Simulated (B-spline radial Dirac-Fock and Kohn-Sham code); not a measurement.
The computed values come from a radial atomic solver: the Dirac equation of a negative muon with reduced mass in the field of a spherical finite nucleus, with the Uehling potential to all orders; nuclear polarisation, deformation, hyperfine structure, self-energy, higher-order vacuum polarisation, relativistic recoil and electron screening are left out. The nuclear charge is a Fermi distribution (skin thickness 2.3 fm).

Problem. A muonic atom of atomic mass 141.92 u emits these computed lines: 2p3/2 → 1s1/2 4624 keV, 3d5/2 → 2p3/2 1541 keV, 4f7/2 → 3d5/2 550.4 keV, 5g9/2 → 4f7/2 253.4 keV. Which element is it, and what rms charge radius was used?

Solution. Europium (Z = 63, nuclide ¹⁴²Eu); the high transitions hardly feel the nucleus and fix Z. The 2p → 1s line lies 4367 keV below the value for a point nucleus without QED, which for this nuclear model gives a radius near 4.96 fm (4.9607 fm was used).
